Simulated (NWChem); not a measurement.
C3H4Cl2Si; SMILES ClC(=C=CCl)[SiH3]

```xyz
10

Si    -1.5410     1.8172    -0.1164
C      0.0454     0.8226     0.1259
Cl     1.5229     1.7328    -0.1266
C      0.0800    -0.4442     0.4542
C      0.0566    -1.7065     0.7994
Cl     0.0204    -3.0074    -0.3415
H     -2.7084     0.9213     0.1197
H     -1.5610     2.3546    -1.5073
H     -1.5458     2.9516     0.8522
H      0.0602    -2.0318     1.8443
```
Atoms are numbered in this order, from 1.

All runs: NWChem. The geometry was optimised at PBE0/def2-SVP.

For level BLYP/def2-SVP:

| Quantity | Result |
|---|---|
| highest occupied level (eV) | -6.09 |

How do the values read with level LDA (Slater exchange, VWN5)/def2-SVP instead?


| Quantity | Result |
|---|---|
| highest occupied level (eV) | -6.46 |
